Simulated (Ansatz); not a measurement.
One change: `[OH][GeH]([OH])[SiH3]` becomes `[OH][Ge]([OH])([SiH3])[Cl]`.

Ansatz, PBE0-D4/def2-TZVP geometries, multiplicity 1. Each molecule was computed in one conformer, which needn't be the lowest.

Scalar relativity is left out up to krypton.

```csv
property,`[OH][GeH]([OH])[SiH3]`
HOMO energy (PBE0/def2-TZVPP) / eV,-7.93
size of the dipole moment (B3LYP/def2-TZVPP) / D,2.61
"ideal-gas entropy at 298 K and 1 bar (rigid rotor, harmonic PBE0-D4/def2-TZVP) / J/(mol·K)",372
LUMO energy (B3LYP/def2-TZVPP) / eV,-0.61
size of the dipole moment (PBE/def2-TZVPP) / D,2.40
HOMO–LUMO gap (B3LYP/def2-TZVPP) / eV,7.11
```

(1) What does the change do to each property? (An estimate is asked.)

## Answers

(1) The calculation gave: 
| property | `[OH][Ge]([OH])([SiH3])[Cl]` | shift |
| --- | --- | --- |
| HOMO energy (PBE0/def2-TZVPP) / eV | -8.47 | -0.54 |
| size of the dipole moment (B3LYP/def2-TZVPP) / D | 1.15 | -1.46 |
| ideal-gas entropy at 298 K and 1 bar (rigid rotor, harmonic PBE0-D4/def2-TZVP) / J/(mol·K) | 400 | 28 |
| LUMO energy (B3LYP/def2-TZVPP) / eV | -0.70 | -0.09 |
| size of the dipole moment (PBE/def2-TZVPP) / D | 1.07 | -1.33 |
| HOMO–LUMO gap (B3LYP/def2-TZVPP) / eV | 7.54 | 0.43 |

With PBE0 the HOMO falls by 0.54 eV and the LUMO falls by 0.05 eV, so the gap widens by about 0.49 eV. PBE moves the HOMO by -0.47 eV and ωB97M-V by -0.54 eV. Dipoles are sizes alone; their direction can turn.

B3LYP here is the variant with VWN-RPA as its local correlation; programs differ in this.
